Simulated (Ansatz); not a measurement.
Energy difference R1 + R2 → P1, each structure at its B3LYP-D3(BJ)/def2-SVP stationary point, reached from a drawn start (curvature not checked).
R1: C2H4 (SMILES C=C), charge 0, multiplicity 1.
R2: CrH2O4 (SMILES [O]=[Cr](=[O])([OH])[OH]), charge 0, multiplicity 1.
P1, C2H6CrO4 (SMILES CC[O][Cr](=[O])(=[O])[OH]) (charge 0, multiplicity 1, Z-matrix in Å and degrees):
```
O
C 1 1.4230
H 2 1.1033 1 106.25
H 2 1.1053 3 108.20 1 -116.68
C 2 1.5204 3 111.07 4 -121.93
H 5 1.1006 2 110.68 3 -59.63
H 5 1.1007 6 108.31 2 121.86
H 5 1.1013 6 108.45 7 117.55
Cr 1 1.7259 2 124.83 3 -158.48
O 9 1.5499 1 108.48 2 157.05
O 9 1.5515 10 111.89 1 119.36
O 9 1.7488 10 110.96 11 120.30
H 12 0.9708 9 114.78 10 28.69
```

P less R. No zero-point or thermal terms; no spin–orbit coupling. One arrangement of each flexible species, with no search for the lowest.

Correlated levels freeze the cores.

Codes used: Ansatz (Gaussian basis) for Hartree–Fock, density functionals and correlated methods. Each number belongs to the level named beside it.

Total energies in hartree:

```json
[
 {"structure": "R1", "PBE/def2-TZVPP": "-78.501798", "PBE0/def2-TZVPP": "-78.513152", "CCSD(T)/def2-SVP": "-78.292267"},
 {"structure": "R2", "PBE/def2-TZVPP": "-1346.327332", "PBE0/def2-TZVPP": "-1346.230696", "CCSD(T)/def2-SVP": "-1344.464505"},
 {"structure": "P1", "PBE/def2-TZVPP": "-1424.862807", "PBE0/def2-TZVPP": "-1424.780126", "CCSD(T)/def2-SVP": "-1422.797314"}
]
```

Task: Work out the reaction energy at each level in kcal/mol (1 hartree = 627.50947 kcal/mol), and say how far PBE/def2-TZVPP lies from CCSD(T)/def2-SVP.

Result: 
- PBE/def2-TZVPP: (-1424.862807) − (-78.501798) − (-1346.327332) = -0.033677 hartree = -21.13 kcal/mol
- PBE0/def2-TZVPP: (-1424.780126) − (-78.513152) − (-1346.230696) = -0.036278 hartree = -22.76 kcal/mol
- CCSD(T)/def2-SVP: (-1422.797314) − (-78.292267) − (-1344.464505) = -0.040542 hartree = -25.44 kcal/mol
PBE/def2-TZVPP less CCSD(T)/def2-SVP: 4.31 kcal/mol. CCSD(T)/def2-SVP is the level counted from, the highest shown, and no exact or measured value.

Ansatz is a quantum-chemistry and plane-wave program.
